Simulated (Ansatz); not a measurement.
`C[SiH](Cl)CCl` + H–F → `C[SiH](F)CCl` + HCl  (ligand exchange at the Si–Cl bond)

Calculated with Ansatz (gas phase, PBE0-D4/def2-TZVP geometries, no zero-point term in ΔE). CBS: MP2 limit from def2 TZ/QZ plus the TZ coupled-cluster correction, frozen cores. This one scheme is used for every species. Each species was taken in one conformer, which may not be the lowest.

`C[SiH](Cl)CCl`:

```xyz
11

C     0.953    1.020    0.751
Si    0.378   -0.612    0.088
Cl    0.085   -1.930    1.653
C    -1.273   -0.468   -0.794
Cl   -1.053    0.620   -2.196
H     1.913    0.909    1.259
H     0.231    1.422    1.465
H     1.071    1.735   -0.066
H     1.363   -1.226   -0.832
H    -1.622   -1.430   -1.170
H    -2.047   -0.041   -0.157
```

H–F:

Z-matrix (Å, degrees):
```
F
H 1 0.920
```

`C[SiH](F)CCl`:

```xyz
11

C     0.127    0.819    1.340
Si   -0.529    0.408   -0.340
F    -0.295    1.660   -1.319
C     0.374   -1.049   -1.104
Cl    0.038   -2.476   -0.079
H    -0.410    1.669    1.767
H     1.189    1.073    1.294
H     0.007   -0.034    2.012
H    -1.982    0.116   -0.326
H     1.455   -0.910   -1.135
H     0.024   -1.277   -2.111
```

HCl:

```xyz
2

Cl   -0.575   -0.280    0.009
H     0.575    0.280   -0.009
```

| species | HF/def2-TZVPP energy (Eh) |
| --- | --- |
| `C[SiH](Cl)CCl` | -1287.30352 |
| H–F | -100.06520 |
| `C[SiH](F)CCl` | -927.28850 |
| HCl | -460.09908 |

Task: Work out ΔE.

Result: ΔE = (-927.28850) + (-460.09908) − (-1287.30352) − (-100.06520) = -0.01886 Eh = -0.51 eV. CCSD(T)/CBS gives -0.34 eV.

Largest T1 diagnostic among the species: 0.010.

In def2-TZVPP, CCSD(T) changes the Hartree–Fock value by +0.13 eV (the triples alone add +0.03 eV) and MP2 by +0.20 eV. The D4 term adds +0.07 eV with B3LYP and +0.04 eV with PBE0; it sums over pairs of atoms, weighted by their polarisabilities, and B3LYP, whose exchange is more repulsive, gets the larger term.

B3LYP here is the variant with VWN-RPA as its local correlation; programs differ in this.
